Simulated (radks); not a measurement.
Results of a calculation; reference values are marked as such.
Q: Radial electron density D(r) = 4 pi r^2 rho(r) of an atom or ion with 25 electrons. Level of theory: Dirac Kohn-Sham, Wu-Cohen GGA, spin-unpolarised, spherical densities, finite nucleus; Fermi nuclear charge, rms radius of each element as measured or else 0.836 A^(1/3) + 0.57 fm (a radial shooting solver on a logarithmic mesh with Libxc functionals).

```
   r/bohr * D(r) (the largest magnitude, 34.6, reaches the edge; | marks zero)
 0.002249 |*
 0.002639 | *
 0.003073 | *
 0.003577 |  *
 0.004198 |   *
 0.004887 |    *
 0.005689 |     *
 0.006676 |       *
 0.007772 |         *
 0.009048 |            *
  0.01062 |               *
  0.01236 |                   *
  0.01439 |                       *
  0.01689 |                            *
  0.01966 |                                 *
  0.02289 |                                      *
  0.02686 |                                           *
  0.03127 |                                              *
   0.0364 |                                                 *
  0.04271 |                                                 *
  0.04973 |                                               *
  0.05789 |                                             *
  0.06793 |                                         *
  0.07909 |                                       *
  0.09207 |                                      *
    0.108 |                                        *
   0.1258 |                                            *
   0.1464 |                                                  *
   0.1718 |                                                      *
      0.2 |                                                      *
   0.2329 |                                                 *
   0.2733 |                                        *
   0.3182 |                              *
   0.3704 |                       *
   0.4346 |                    *
    0.506 |                     *
   0.5891 |                        *
   0.6913 |                         *
   0.8048 |                        *
   0.9369 |                   *
    1.099 |             *
     1.28 |        *
     1.49 |     *
    1.749 |  *
    2.036 | *
     2.37 |*
    2.781 |*
    3.237 |*
    3.769 *
    4.423 *
    5.149 *
    5.994 *
    7.034 *
    8.189 *
    9.533 *
    11.19 *
    13.02 *
    15.16 *
    17.79 *
    20.71 *
    24.11 *
```

What is the nuclear charge?

A: Z = 26. The innermost maximum, from 1s, lies near gamma/Z bohr with gamma = sqrt(1 - (Z/c)^2) = 0.982, here 0.0378 bohr (found: 0.0407), and its height grows with Z. The density is that of the iron ion Fe+ in [Ar] 3d5.5 4s1 4f0.5; the configuration itself is not fixed sharply by these data, and Z only to about a unit. D(r) has 4 maxima, at r = 0.0407, 0.186, 0.691, 10.2 bohr, and minima at 0.0892, 0.442, 5.71 bohr, inside which lie 2.12, 10.66, 24.52 electrons.
